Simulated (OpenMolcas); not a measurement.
Computed levels of 5d in ions with 69 electrons, in cm-1 above 2D 3/2.

```json
{"Program": "OpenMolcas 26.06", "Method": "CASSCF", "Basis": "ANO-RCC-VQZP", "Scalar Hamiltonian": "DKH2, point nucleus", "Spin-orbit coupling": "state interaction with AMFI integrals over the reference wave functions, term energies averaged over their components"}
```

Active space for each ion: 1 electron in 10 orbitals (5d 6d).

```
 Level  Ta4+   Re6+   Os7+
2D 5/2  6777  10783  13070
```

Problem. Estimate 2D 5/2 for W5+ from its neighbours Ta4+ and Re6+.

Solution. 2D 5/2 is fine structure, which grows about as the fourth power of a screened charge, so the fourth roots are averaged: ((6777^0.25 + 10783^0.25) / 2)^4 = 8606. The calculation gives 8627, so the estimate is off by -0.2 %; the measured value is 8709 (the list in J. Phys. B 45, 035002 (2012)).

With one active electron outside closed inactive shells, the extra shells (6d) add no correlation to the reference. With one active electron the reference holds no correlation, so core polarisation is missing. Measured partners are found by configuration, term and J. A level has none where our copy of the source lacks it or the pairing is in doubt (some pairs that miss far off the trend of their configuration count as doubtful), and it then counts in no deviation. Levels of configurations outside the active space are missing.
